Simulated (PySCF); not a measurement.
CHO2, charge -1. Atoms are numbered in the order given.

```xyz
4

O      0.0000     1.1310    -0.2084
C      0.0000     0.0000     0.3136
O      0.0000    -1.1310    -0.2084
H      0.0000     0.0000     1.4521
```
Charge -1, spin multiplicity 1.

The structure is a stationary point at PBE0-D3(BJ)/def2-TZVPD.

Level of theory: B3LYP/pcSseg-2 in PySCF.

GIAO shieldings, no solvent; atoms alike by connectivity are averaged. δ = σ(ref) − σ: ¹⁷O against H2O (σ = 325.5 ppm); ¹³C against TMS (σ = 181.3 ppm); ¹H against TMS (σ = 31.68 ppm), references at their B3LYP-D3(BJ)/def2-TZVP geometries, non-relativistic.

### Question
Estimate the chemical shifts. (An estimate is asked for; the answer gives what the named calculation found.)

### Answer

```csv
nucleus,atoms,count,δ (ppm)
¹⁷O,"O1, O3",2,363.0
¹³C,C2,1,171.4
¹H,H4,1,9.84
```
